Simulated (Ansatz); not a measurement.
Species: C$_{3}$H$_{7}$N, SMILES `N=C(C)C` (charge 0, multiplicity 1), formula C3H7N.

Question: How many basis functions does Ansatz (an electronic-structure program) with frozen-core CCSD(T)/cc-pVTZ // PBE0-D3(BJ)/def2-TZVP use, how many core orbitals are frozen, and how many electrons are correlated?

Answer: 218 basis functions and 4 frozen orbitals, which leaves 24 correlated electrons. Core time is of the order of minutes.
